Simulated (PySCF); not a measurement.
Vertical excitations of a molecule CH3Cl2NSi2 from PySCF with TDA-B3LYP/def2-SVPD, as energy in eV (oscillator strength): 3.71 (0.000), 4.99 (0.001), 5.07 (0.000), 5.53 (0.003), 5.74 (0.005), 6.30 (0.017), 6.38 (0.041), 6.46 (0.015), 6.58 (0.008), 6.72 (0.033). Lowest triplet (TDA): 2.99 eV. Coordinates come from a B3LYP-D3(BJ)/def2-SVP optimisation. One conformer was computed; it need not be the lowest.

### Question
Pick the molecule that these values belong to.
A) Cl[Si]1(Cl)C=N[SiH2]1
B) Cl[Si]1(Cl)N=C[SiH2]1
C) Cl[Si@H]1C=N[Si@@H]1Cl

### Answer
B, Cl[Si]1(Cl)N=C[SiH2]1
